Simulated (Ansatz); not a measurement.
Mulliken charges of `O[Si](F)(Br)Br` from PBE/def2-TZVPP in Ansatz (PBE0-D4/def2-TZVP geometry).

```
atom   x (Å)   y (Å)   z (Å)  charge (e)
  O1  -0.411   0.267   1.241      -0.302
 Si2   0.225   0.041  -0.225       0.624
  F3   1.605  -0.722  -0.132      -0.231
 Br4  -1.088  -1.190  -1.482      -0.160
 Br5   0.593   2.000  -1.102      -0.133
  H6  -0.881  -0.460   1.654       0.202
```

By hand: the dipole of these point charges (1 e Å = 4.8032 D).

Σ q r = (-0.189, -0.057, 0.233) e Å, of length 0.305 e Å = 1.46 D.

How does the dipole of the full density compare? (An estimate is asked.)

Computed: (-0.236, -0.145, 0.187) e Å, 1.61 D; the point charges give 0.91 times that, at 19° from its direction.

Point charges leave out the atoms' own dipoles, such as those of lone pairs, and Mulliken's split depends on the basis, so the two needn't agree.
